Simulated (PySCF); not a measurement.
Species: C7H10NP.
SMILES with atom numbers: `[CH3:1][C:2]#[C:3][P:4]([CH3:5])[CH2:6][CH2:7][C:8]#[N:9]` (hydrogens: H10, H11, H12 on C1; H13, H14, H15 on C5; H16, H17 on C6; H18, H19 on C7)

The same species was optimised twice, with GFN2-xTB and with PBE0-D3(BJ)/def2-SVP (PySCF), and the same property calculations (PySCF, gas phase) were run on both structures.

```csv
coordinate,GFN2-xTB,PBE0-D3(BJ)/def2-SVP,change
C7–C8 (Å),1.439,1.457,+0.018
C8≡N9 (Å),1.143,1.157,+0.014
C2≡C3 (Å),1.205,1.219,+0.014
P4–C6 (Å),1.875,1.865,-0.010
P4–C5 (Å),1.855,1.848,-0.007
C1–C2 (Å),1.445,1.451,+0.006
C6–C7 (Å),1.531,1.528,-0.003
C3–P4 (Å),1.767,1.770,+0.003
C3–P4–C5 (°),97.9,100.8,+2.9
C1–C2–C3 (°),177.3,179.6,+2.3
C3–P4–C6 (°),96.8,99.1,+2.3
C6–C7–C8 (°),110.4,112.6,+2.2
C5–P4–C6 (°),97.4,99.3,+1.9
C2–C3–P4 (°),173.1,174.8,+1.7
P4–C6–C7 (°),110.2,111.3,+1.1
C7–C8–N9 (°),178.2,178.8,+0.6
C3–P4–C6–C7 (°),-70,-68,+2
P4–C6–C7–C8 (°),-179,180,-1
```

Rotational constants: A = 1587, B = 764.9, C = 559.3 MHz (GFN2-xTB) against A = 1561, B = 746.3, C = 542.5 MHz (PBE0-D3(BJ)/def2-SVP). Point groups within 0.08 Å: C1 and C1. Atoms that the bonding makes alike are paired by their places after alignment.

On the GFN2-xTB structure: HOMO (eV) -6.90 [PBE0/pcSseg-1]; LUMO (eV) -0.12 [PBE0/pcSseg-1]; dipole (D) 4.28 [PBE0/pcSseg-1]; GIAO shielding of C1 (ppm) 180.9 [PBE0/pcSseg-1]; GIAO shielding of C2 (ppm) 74.7 [PBE0/pcSseg-1]; GIAO shielding of C3 (ppm) 101.6 [PBE0/pcSseg-1]; GIAO shielding of P4 (ppm) 396.9 [PBE0/pcSseg-1]; GIAO shielding of C5 (ppm) 168.9 [PBE0/pcSseg-1]; GIAO shielding of C6 (ppm) 150.8 [PBE0/pcSseg-1]; GIAO shielding of C7 (ppm) 171.8 [PBE0/pcSseg-1]; GIAO shielding of C8 (ppm) 62.1 [PBE0/pcSseg-1].

Problem. What do these properties become on the PBE0-D3(BJ)/def2-SVP structure?

Solution. 
| property | level | on GFN2-xTB | on PBE0-D3(BJ)/def2-SVP | change |
| --- | --- | --- | --- | --- |
| HOMO (eV) | PBE0/pcSseg-1 | -6.90 | -6.77 | +0.13 |
| LUMO (eV) | PBE0/pcSseg-1 | -0.12 | -0.20 | -0.08 |
| dipole (D) | PBE0/pcSseg-1 | 4.28 | 4.34 | +0.06 |
| energy, GFN2-xTB geometry as zero (kcal/mol) | PBE0/pcSseg-1 | 0.0 | -0.9 | -0.9 |
| GIAO shielding of C1 (ppm) | PBE0/pcSseg-1 | 180.9 | 178.5 | -2.4 |
| GIAO shielding of C2 (ppm) | PBE0/pcSseg-1 | 74.7 | 72.4 | -2.3 |
| GIAO shielding of C3 (ppm) | PBE0/pcSseg-1 | 101.6 | 101.3 | -0.3 |
| GIAO shielding of P4 (ppm) | PBE0/pcSseg-1 | 396.9 | 386.1 | -10.8 |
| GIAO shielding of C5 (ppm) | PBE0/pcSseg-1 | 168.9 | 168.7 | -0.2 |
| GIAO shielding of C6 (ppm) | PBE0/pcSseg-1 | 150.8 | 152.9 | +2.1 |
| GIAO shielding of C7 (ppm) | PBE0/pcSseg-1 | 171.8 | 169.3 | -2.5 |
| GIAO shielding of C8 (ppm) | PBE0/pcSseg-1 | 62.1 | 59.6 | -2.5 |

The heavy atoms differ by 0.052 Å rms after alignment (one structure mirrored). Among bonds between heavy atoms C7–C8 changes most (+0.018 Å). Changes are differences of the printed values. Neither structure is proved a minimum here.

Shape of the structure used: `[CH3:1][C:2]#[C:3][P:4]([CH3:5])[CH2:6][CH2:7][C:8]#[N:9]`: C3–P4–C6–C7 -68°, P4–C6–C7–C8 180°.
